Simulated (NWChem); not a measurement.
# C$_{5}$H$_{5}$N; SMILES C=C/C=C/C#N

```xyz
11

C      0.4158    -2.8508     0.0000
C     -0.3538    -1.7507     0.0000
C      0.1815    -0.4028     0.0000
C     -0.5874     0.7089     0.0000
C     -0.0441     2.0256     0.0000
N      0.3838     3.1090     0.0000
H      1.5014    -2.7857     0.0000
H     -0.0136    -3.8477     0.0000
H     -1.4389    -1.8488     0.0000
H      1.2651    -0.2975     0.0000
H     -1.6729     0.6357     0.0000
```
Atoms are numbered in this order, from 1.

Program: NWChem. Medium grid unless said otherwise, to which SCAN and Minnesota functionals are sensitive. Coordinates come from a B3LYP/6-31G* (spherical d) optimisation.

Task: Predict the results for M06/def2-SVP. Quantities: highest occupied level (eV); orbital gap (eV); dipole (D).

Result: The highest occupied level (eV) comes out as -7.43. The orbital gap (eV) is 5.31 and the dipole (D) is 4.63.
